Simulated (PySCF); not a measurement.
## Working out the ionisation energy of As

As [Ar] 3d10 4s2 4p3 (4S) → As⁺ [Ar] 3d10 4s2 4p2 (3P). All numbers are calculated (PySCF 2.14, scalar relativity by spin-free X2C-1e, in aug-cc-pVDZ-DK (6s5p3d, 36 functions)). Frozen: [Ar] 3d10. Energies in hartree (1 hartree = 27.21139 eV):

```csv
part,As (lower),As⁺ (upper)
UHF,-2258.917865,-2258.571121
CCSD correlation,-0.071364,-0.059123
(T),-0.001110,-0.000716
```

Task: What does Hartree-Fock give?

Result: (-2258.571121) − (-2258.917865) = 0.346744 hartree = 9.435 eV.

Task: What do CCSD and CCSD(T) give?

Result: The CCSD correlation energies differ by 0.012241 hartree = 0.333 eV and the triples by 0.000394 hartree = 0.011 eV, so CCSD gives 9.768 eV and CCSD(T) 9.779 eV.

Measured between the centres of the two terms (NIST): 10.008 eV, so CCSD(T) (valence) is off by -0.229 eV.

A double-zeta basis recovers only part of the correlation energy.

What remains against the reference includes basis incompleteness, the frozen core and higher excitations.
